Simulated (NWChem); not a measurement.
Species: BeNH$_{3}$S; SMILES [NH2][Be][SH]

```xyz
6

Be     0.0178    -0.6012     0.0000
N      0.0184    -2.1008     0.0000
H      0.0235    -2.6839    -0.8279
H      0.0235    -2.6839     0.8279
S      0.0646     1.3139     0.0000
H     -1.2808     1.4558     0.0000
```
Atoms are numbered in this order, from 1.

Program: NWChem. Medium grid unless said otherwise, to which SCAN and Minnesota functionals are sensitive. Coordinates come from a B3LYP/6-31G* (spherical d) optimisation. B3LYP is NWChem's, with the RPA form of VWN correlation.

Q: Order these by “highest occupied level (eV)”, lowest first: PW6B95/def2-SVP; HCTH/407/def2-SVP; Hartree-Fock/def2-SVP.

A: Hartree-Fock/def2-SVP (-10.04), PW6B95/def2-SVP (-7.31), HCTH/407/def2-SVP (-6.15)
